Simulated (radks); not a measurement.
Values are calculated unless marked as measured or tabulated.
Task: All-electron atom: Mg3+ in [He] 2s1 2p5 3s1 (not the ground configuration). Level of theory: Dirac Kohn-Sham, LDA (Slater exchange, Perdew-Wang correlation), spin-unpolarised, spherical densities, finite nucleus; open shells fill j = l - 1/2 first; Fermi nuclear charge, rms radius 3.057 fm (a radial shooting solver on a logarithmic mesh with Libxc functionals). Some entries of the table are withheld. Estimate them.

| orbital | occ. | eigenvalue (eV) | <1/r> (bohr^-1) | r(max) (bohr) |
|---|---|---|---|---|
| 1s1/2 | 2 | -1333.994 | 11.60 | (1) |
| 2s1/2 | 1 | -144.1975 | 2.230 | 0.5316 |
| 2p1/2 | 2 | (2) | (3) | (4) |
| 2p3/2 | 3 | (5) | (6) | (7) |
| 3s1/2 | 1 | -36.4198 | 0.6936 | 1.794 |

Result: 
(1) 1s1/2 r(max) (bohr): 0.08532
(2) 2p1/2 eigenvalue (eV): -112.8605
(3) 2p1/2 <1/r> (bohr^-1): 2.136
(4) 2p1/2 r(max) (bohr): 0.4516
(5) 2p3/2 eigenvalue (eV): -112.5108
(6) 2p3/2 <1/r> (bohr^-1): 2.129
(7) 2p3/2 r(max) (bohr): 0.4530
